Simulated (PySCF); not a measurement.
# Electron correlation in Fe²⁺ (iron, charge +2)

Starting occupation: [Ar] 3d6, 3d3/2 with m_j = -3/2, -1/2, +1/2, +3/2, 3d5/2 with m_j = +3/2, +5/2. All numbers are calculated (PySCF 2.14, X2C-1e with screened-nucleus spin-orbit coupling, Gaussian nucleus, in x2c-SVPall-2c). Frozen: [Ne]; 14 electrons correlated; the 6 highest virtual spinors left out.

MP2 pair energies summed by pair of shells (mhartree):

```
 pair  energy  share (%)
3d-3p  -98.23       40.2
3d-3d  -75.76       31.0
3p-3p  -51.59       21.1
3p-3s   -9.64        3.9
3d-3s   -7.54        3.1
3s-3s   -1.84        0.8
```

Total MP2 correlation energy: -244.60 mhartree.

The GHF reference relaxed away from the jj start to a determinant that is no pure jj level (⟨S²⟩ = 6.00, ⟨J²⟩ = 20.01); the energies belong to that determinant.

This basis was not built for core-valence correlation, so the inner-shell part is incomplete.
